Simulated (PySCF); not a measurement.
**Orbital picture of SeH**

PBE0 at R = 1.472 Å; basis H cc-pVTZ, Se cc-pVTZ-PP with ECP10; scalar-relativistic core potentials; PySCF 2.14. State: quartet, unpaired electrons σ ↑, π ↑↑, a second solution, started from another occupation. Only the outer orbitals are listed, counted within each symmetry, core potentials removing the inner ones.

| spin | orbital | occ. | ε (eV) | on H (%) | main shells (%) |
| --- | --- | --- | --- | --- | --- |
| α | 4σ | 1 | -22.14 | 6 | 93 Se s |
| α | 5σ | 1 | -11.96 | 31 | 63 Se p, 31 H s |
| α | 3π | 1 | -9.95 | 0 | 100 Se p |
| α | 3π | 1 | -9.95 | 0 | 100 Se p |
| α | 6σ | 1 | -2.34 | 72 | 71 H s, 27 Se p, 9 Se d |
| α | 7σ | 0 | 3.54 | 13 | 64 Se s, 21 Se d, 14 H s |
| α | 8σ | 0 | 5.26 | 34 | 38 Se p, 36 H s, 22 Se s |
| α | 4π | 0 | 6.18 | 0 | 94 Se p |
| β | 4σ | 1 | -19.37 | 8 | 91 Se s |
| β | 5σ | 1 | -10.28 | 26 | 67 Se p, 25 H s |
| β | 3π | 0 | -5.00 | 1 | 99 Se p |
| β | 3π | 0 | -5.00 | 1 | 99 Se p |
| β | 6σ | 0 | 1.42 | 81 | 83 H s, 21 Se p |

Which are the highest filled and the lowest empty level, where do they sit, and how wide is the gap?

Highest filled α 6σ at -2.34 eV (in %: 71 H s, 27 Se p, 9 Se d); lowest empty β 3π at -5.00 eV (in %: 99 Se p); the gap at PBE0 is -2.66 eV.

```
bond order (Mayer)                              : 0.31
⟨S²⟩                                            : 3.753
charge on H (Mulliken, basis-dependent)         : -0.43
charge on H (Löwdin, basis-dependent)           : -0.54
dipole moment (positive dipole means H(−)Se(+)) : 1.26 D
```

Spin–orbit coupling is left out. Counting both spins, an empty level lies below a filled one in this solution, because spin and occupation are held.
